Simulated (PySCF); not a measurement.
Isomers C4H7ClO2Si:

A. SMILES CO[SiH2]CC(Cl)=C=O
B. `O=C(CC=O)[SiH2]CCl`
C. SMILES CO[C@@H]1C=C(Cl)[SiH2]O1

Spectrum 1. 1H NMR (400 MHz, computed): δ 6.81 (d, 1H), 5.78 (m, 1H), 5.30 (m, 1H), 5.14 (m, 1H), 3.71 (s, 3H). 13C{1H} NMR (computed): δ 152.9 (CH), 148.4 (C), 109.8 (CH), 57.7 (CH3).

Spectrum 2. 1H NMR (400 MHz, computed): δ 5.03 (t, 2H), 3.81 (s, 3H), 2.00 (t, 2H). 13C{1H} NMR (computed): δ 224.2 (C), 62.4 (C), 54.3 (CH3), 16.7 (CH2).

Spectrum 3. 1H NMR (400 MHz, computed): δ 10.31 (t, 1H), 4.71 (t, 2H), 3.87 (d, 2H), 2.90 (t, 2H). 13C{1H} NMR (computed): δ 240.7 (C), 212.1 (CH), 69.1 (CH2), 31.3 (CH2).

PySCF 2.14 calculation with σ from GIAO-PBE0/pcSseg-1 and geometry: GFN2-xTB; one computed conformer, fast rotation and ring inversion assumed for equivalent nuclei, no relativistic terms, no solvent model.

δ = σ(ref) − σ, references computed at the same level: TMS for 1H (31.72 ppm), 13C (186.93 ppm). Where no couplings were computed, multiplicities follow the n + 1 count of equivalent neighbours, and m marks all less simple cases (inequivalent or close neighbours, rings, F or P nearby). Shifts are as computed. Against solution values, carbons near 30 ppm lie about +3 ppm off and those near 130 ppm about +5 ppm; carbons on Cl a further +6 ppm. Of 1309 compounds with measured shifts, 239 miss one by over three times the rms of a fit or turn the order of signals round; such compounds aren't used in these exercises. Carbons bonded to Cl come out too deshielded.

**Question.** Which spectrum belongs to which compound?

**Answer.** 1–C, 2–A, 3–B.

- Spectrum 1 (C): 4 13C signals; δC 152.9 is an alkene CH; δC 148.4 is a fully substituted alkene carbon.
- Spectrum 2 (A): 4 13C signals; δC 54.3 is a methyl carbon bonded to O; δH 3.81 is the hydrogen on a methyl carbon bonded to O.
- Spectrum 3 (B): 4 13C signals; δC 212.1 is an aldehyde carbonyl carbon; δC 31.3 is an sp3 CH2 bonded to Cl and Si.
